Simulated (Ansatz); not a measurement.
`C=[CH][In]([F])[F]`. Charge 0, multiplicity 1. In: def2 effective core potential. The geometry is a stationary point of PBE0-D4/def2-TZVP. It is one conformer, not always the lowest.

```xyz
8

C     0.755    0.725   -1.107
C     0.160   -0.388   -0.693
In   -0.718   -0.501    1.210
F    -1.638   -1.975    2.068
F    -0.710    0.996    2.451
H     1.212    0.783   -2.093
H     0.820    1.621   -0.499
H     0.119   -1.261   -1.337
```

(1) What is the dipole moment at ωB97M-V/def2-TZVPP? (Best estimate.)

(2) And with PBE, r2SCAN, B3LYP? (Estimate.)

(3) Give the Mulliken charges with ωB97M-V, r2SCAN, B3LYP in def2-TZVPP. (Estimate.)

Results:

(1) Ansatz gave: 4.62 D, with components (1.93, 0.24, -4.19) D in this frame, pointing from negative to positive charge.

(2) The calculation gave: PBE 4.56 D, r2SCAN 4.68 D, B3LYP 4.74 D.

(3) The calculation gave: 
| atom | ωB97M-V | r2SCAN | B3LYP |
| --- | --- | --- | --- |
| C1 | -0.18 | -0.11 | -0.20 |
| C2 | -0.28 | -0.25 | -0.24 |
| In3 | 1.05 | 1.03 | 1.03 |
| F4 | -0.48 | -0.47 | -0.48 |
| F5 | -0.49 | -0.48 | -0.49 |
| H6 | 0.12 | 0.09 | 0.12 |
| H7 | 0.12 | 0.10 | 0.13 |
| H8 | 0.13 | 0.10 | 0.13 |

B3LYP here is the variant with VWN-RPA as its local correlation; programs differ in this.
